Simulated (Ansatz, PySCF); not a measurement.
Potential energy curve for BO, doublet. Each curve is given relative to its own lowest point near equilibrium.

```csv
R / Å,A,B,C,D
0.92,251.1,287.3,256.8,257.4
0.95,185.8,216.4,191.6,191.6
1.03,71.0,88.8,76.0,75.1
1.09,26.0,36.1,29.6,28.7
1.12,12.9,19.9,15.7,14.9
1.19,0.2,1.4,0.7,0.4
1.20,0.0,0.6,0.2,0.0
1.22,0.6,0.0,0.0,0.1
1.28,8.8,5.7,5.9,7.3
1.34,24.2,19.5,18.8,22.1
1.40,44.2,54.9,36.1,42.7
1.48,—,63.6,63.0,—
1.63,—,88.1,116.5,—
1.83,—,127.3,175.6,—
1.97,—,151.3,198.0,—
2.12,—,175.9,219.5,—
2.42,—,174.2,255.5,—
2.63,—,173.4,274.4,—
2.93,—,173.5,293.5,—
3.24,—,174.6,306.0,—
3.56,—,175.8,313.1,—
4.24,—,177.3,320.4,—
4.77,—,177.6,322.9,—
```

Energies in mEh.

Question: Which curve belongs to which method? The methods are CCSD on UHF/cc-pVQZ, frozen core run with Ansatz (a first-principles code); unrestricted Hartree-Fock/3-21G (PySCF 2.14.0); unrestricted PBE/cc-pVQZ in Ansatz; MP2 on UHF/cc-pVQZ, frozen core (Ansatz).

Answer: A is UCCSD; B is UHF/3-21G; C is UKS-PBE; D is UMP2.

A dash means that the run gave no value there, or that the column was ended at a point which the program doubted or which failed a test of continuity chosen for this set; such a test can also cut sound points.

The unrestricted determinant behind UMP2, UCCSD is spin-contaminated at 1.34 to 4.77 Å (<S²> up to 1.8, against 0.75 for a pure doublet). The unrestricted determinant behind UKS-PBE is spin-contaminated at 2.42 to 4.77 Å (<S²> up to 1.6, against 0.75 for a pure doublet). The unrestricted solution behind UHF/3-21G changes between 1.97 and 2.12 Å, which can leave a kink. The unrestricted determinant behind UHF/3-21G is spin-contaminated at 1.22 to 4.77 Å (<S²> up to 1.8, against 0.75 for a pure doublet).
